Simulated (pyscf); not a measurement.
**C₃HO (SMILES O=c1[c]c1), doublet**

Gas-phase minimum from PySCF at ωB97X-D3(BJ)/def2-SVP, one conformer. Other isomers of cyclic C₃HO (SMILES O=c1[c]c1) [doublet] were not searched in full and may lie lower. 

```
C
O 1 1.1852
C 1 1.4500 2 149.49
C 3 1.3339 1 62.96 2 -180.00
H 3 1.0918 4 153.44 1 180.00
```
Charge 0, spin multiplicity 2.

Properties at ωB97X-D3(BJ)/def2-SVP:

```json
{
  "harmonic_wavenumbers_unscaled": "494, 540, 747, 797, 903, 1035, 1626, 2028, 3280 cm⁻¹",
  "zero_point_energy": "16.4 kcal/mol",
  "rotational_symmetry_number": "1",
  "Entropy of this conformer at 298 K and 1 atm, rigid rotor and harmonic oscillator, modes under 100 cm⁻¹ raised to 100": "266.5 J/(mol K)",
  "dipole_moment": "2.76 D",
  "Spin expectation value S2": "0.757"
}
```

Single-point totals, which compare only within one level (frozen core for MP2 and CC):

```json
[
 {"level": "ωB97X-D3(BJ)/def2-TZVP", "total energy (hartree)": "-190.11001"},
 {"level": "PBE/def2-TZVP", "total energy (hartree)": "-189.84636"},
 {"level": "r²SCAN/def2-TZVP", "total energy (hartree)": "-189.96059"},
 {"level": "B3LYP-D3(BJ)/def2-TZVP", "total energy (hartree)": "-190.06473"},
 {"level": "PBE0-D3(BJ)/def2-TZVP", "total energy (hartree)": "-189.84261"},
 {"level": "M06-2X/def2-TZVP", "total energy (hartree)": "-189.98223"},
 {"level": "ωB97M-D3(BJ)/def2-TZVP", "total energy (hartree)": "-190.11133"},
 {"level": "UHF/def2-TZVPP", "total energy (hartree)": "-188.96791"},
 {"level": "MP2/def2-TZVPP", "total energy (hartree)": "-189.62719"},
 {"level": "CCSD/def2-TZVPP", "total energy (hartree)": "-189.63229"},
 {"level": "CCSD(T)/def2-TZVPP", "total energy (hartree)": "-189.67012"}
]
```

The CCSD(T) − MP2 part came from Ansatz, without density fitting, on the same reference.
